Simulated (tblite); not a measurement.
C8H13N.
Atom-mapped SMILES: `[CH3:1][CH2:2][CH2:3][c:4]1[cH:5][cH:6][n:7]([CH3:8])[cH:9]1` (hydrogens: H10, H11, H12 on C1; H13, H14 on C2; H15, H16 on C3; H17 on C5; H18 on C6; H19, H20, H21 on C8; H22 on C9)

Computed geometry: GFN2-xTB, gas phase.

Q: List the bond lengths, angles and torsions at this level.

A: 
```
                  bond  length (bohr)
                 C1–C2          2.877
                 C2–C3          2.899
                 C3–C4          2.823
                 C4–C5          2.670
                 C5–C6          2.585
                 C6–N7          2.566
                 N7–C8          2.710
                 N7–C9          2.571
                 C4–C9          2.592
C1–H10, C1–H11, C1–H12          2.055
        C2–H13, C2–H14          2.064
        C3–H15, C3–H16          2.065
                C5–H17          2.027
                C6–H18          2.028
C8–H19, C8–H20, C8–H21          2.063
                C9–H22          2.028
```

Bonds in one row agree within 0.02 bohr and their mean is given. A selection of angles:
```
     angle  degrees
 C2–C1–H10    110.6
 C2–C1–H12    110.2
H10–C1–H11    108.4
H10–C1–H12    108.6
  C1–C2–C3    112.0
 C1–C2–H13    109.5
 C3–C2–H13    109.1
H13–C2–H14    107.9
  C2–C3–C4    111.9
 C2–C3–H15    109.3
 C4–C3–H15    109.4
H15–C3–H16    108.2
  C3–C4–C5    126.4
  C3–C4–C9    127.3
  C5–C4–C9    106.3
  C4–C5–C6    107.4
 C4–C5–H17    126.3
 C6–C5–H17    126.3
  C5–C6–N7    108.7
 C5–C6–H18    130.2
 N7–C6–H18    121.1
  C6–N7–C8    125.8
  C6–N7–C9    108.5
  C8–N7–C9    125.6
 N7–C8–H19    110.1
 N7–C8–H20    111.1
H19–C8–H20    108.5
H19–C8–H21    108.9
 N7–C9–H22    121.1
  C4–C9–N7    109.1
 C4–C9–H22    129.8
```

Dihedral angles: C1–C2–C3–C4 66° (synclinal); C2–C3–C4–C5 75° (synclinal). The mirror-image conformer, all signs reversed, is as good.

The 5-membered ring C4–C5–C6–N7–C9 has internal angles of 106.3° to 109.1°; it is planar, 0.00 Å rms from its mean plane, widest ring torsion 0°. The C–C distances run from 1.368 Å (C5–C6, aromatic) to 1.534 Å (C2–C3, drawn single), a spread of 0.166 Å. N7 (pyrrole-type nitrogen) is planar (angles 125.8°, 125.6° and 108.5°, sum 359.9°, 0.02 Å off the plane of its three neighbours). The 3 C–N bonds span 1.358 Å (C6–N7, aromatic) to 1.434 Å (N7–C8, drawn single), a spread of 0.076 Å. Of the pairs four or more bonds apart, C4···H12 is among the closest relative to their van der Waals radii: 2.72 Å, 94 % of the sum of Bondi's values.

Point group: C1 (no symmetry element, even within 0.4 Å). Its GFN2-xTB frequencies are all real (lowest 20 cm⁻¹). One conformer, not necessarily the lowest.
